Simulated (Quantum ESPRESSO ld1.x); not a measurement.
Question: Species: Sb37+. Configuration: [Ne] 3s2 3p2 (the NIST ground configuration). All-electron calculation, Dirac Kohn-Sham, LDA (Slater exchange, Perdew-Zunger correlation), spin-unpolarised, spherical densities, point nucleus; open shells are shared between the two j in proportion to 2j + 1. Program: ld1.x of Quantum ESPRESSO 7.5. Some entries of the table are withheld. Estimate them.

orbital,occ.,eigenvalue (Ry),<1/r> (bohr^-1),r(max) (bohr)
1s1/2,2,-2385.55,54.29,0.018
2s1/2,2,-492.868,12.80,0.103
2p1/2,2,(1),12.76,0.080
2p3/2,4,(2),11.85,0.083
3s1/2,2,-193.331,5.155,(3)
3p1/2,0.666667,-186.359,5.096,0.262
3p3/2,1.33333,-181.602,4.862,0.270

Answer: 
(1) 2p1/2 eigenvalue (Ry): -473.246
(2) 2p3/2 eigenvalue (Ry): -454.212
(3) 3s1/2 r(max) (bohr): 0.279
